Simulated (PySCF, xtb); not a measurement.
dichloro(silyloxy)silane (Cl₂H₄OSi₂), SMILES [SiH3]O[SiH](Cl)Cl.

GFN2-xTB (xtb 6.7.1) at its own geometry gives an orbital gap of 6.00 eV and a dipole moment of 2.17 D.

Coordinates come from a ωB97X-D3(BJ)/def2-SVP optimisation. The values are those of a single conformer.

Task: What does PBE/def2-TZVP in PySCF give? (The exact figures need the calculation; the answer reports its results.)

Result: gap 6.64 eV (levels -7.71 and -1.06 eV), dipole 0.98 D.
